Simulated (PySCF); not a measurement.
Stepwise substitution at one centre (Ge OCH3-I). All species are isolated molecules in the gas phase. One relaxed conformer stands for each flexible species; it need not be the lowest. Strings in code marks are SMILES.

These are B3LYP-D3(BJ)/def2-TZVP // PBE0-D3(BJ)/def2-SVP (PySCF 2.14.0) values and carry that method's errors. B3LYP has the VWN-RPA correlation part, as in Gaussian. Excitations are Tamm–Dancoff values on a coarser integration grid. The basis has no diffuse functions, so Rydberg states are missing or too high.

```json
[
 {"species": "0 of 4 OCH3 replaced by I (`[O](C)[Ge]([O]C)([O]C)[O]C`)", "HOMO (eV)": "-7.81", "LUMO (eV)": "-0.06", "S1 excitation (TDA) (eV)": "6.65"},
 {"species": "1 of 4 OCH3 replaced by I", "HOMO (eV)": "-7.60", "LUMO (eV)": "-1.33", "S1 excitation (TDA) (eV)": "5.23"},
 {"species": "2 of 4 OCH3 replaced by I (`[I][Ge]([O]C)([I])[O]C` (C–O–Ge–I torsion -63°, I–Ge–O–C torsion -178°))", "HOMO (eV)": "-7.47", "LUMO (eV)": "-2.35", "S1 excitation (TDA) (eV)": "4.21"},
 {"species": "3 of 4 OCH3 replaced by I (`C[O][Ge]([I])([I])[I]` (C–O–Ge–I torsion 180°))", "HOMO (eV)": "-7.44", "LUMO (eV)": "-3.07", "S1 excitation (TDA) (eV)": "3.49"},
 {"species": "4 of 4 OCH3 replaced by I (`[I][Ge]([I])([I])[I]`)", "HOMO (eV)": "-7.52", "LUMO (eV)": "-3.65", "S1 excitation (TDA) (eV)": "3.03"}
]
```
